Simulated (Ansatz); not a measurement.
Reactions of `FC(S)S`.

Calculated with Ansatz (gas phase, PBE0-D4/def2-TZVP geometries, no zero-point term in ΔE). CCSD(T)/CBS adds triple-zeta CCSD(T) − MP2 to the extrapolated MP2 energy (def2 sets, frozen cores). This one scheme is used for every species, atoms too. DFT in def2-TZVPP. No spin–orbit coupling; open shells (•) take unrestricted orbitals. Spin–orbit coupling would lower the free atoms: a little for C, F, S. def2 core potentials past Kr. For Te outer-core shells are correlated without core-valence functions, so the limit isn't a true one: a few kJ/mol of doubt a bond, and 10 to 20 or more in all where bonds break to atoms. One conformer a species, not always the lowest.

| reaction | CCSD(T)/CBS(def2) (kcal/mol) |
| --- | --- |
| `FC(S)S` + H₂ → `FCS` + H₂S | ? |
| `FC(S)S` → C• + F• + 3 H• + 2 S• | 537.2 |
| `FC(S)S` + H₂O → `OC(S)S` + H–F | -2.9 |
| `FC(S)S` → `FCSS` | -7.0 |
| `FC(S)S` → `[CH]F` + `SS` | ? |
| `FC(S)S` + CH₃NH₂ → `CNC(S)S` + H–F | -10.2 |
| `FC(S)S` + H₂Te → `FC(S)[TeH]` + H₂S | -3.2 |

(1) Fill in the missing values. (An estimate is asked.)

Largest T1 diagnostic: 0.018, for `[CH]F`.

Answers

(1) The calculation gave: `FC(S)S` + H₂ → `FCS` + H₂S: -18.5 kcal/mol; `FC(S)S` → `[CH]F` + `SS`: +81.8 kcal/mol.
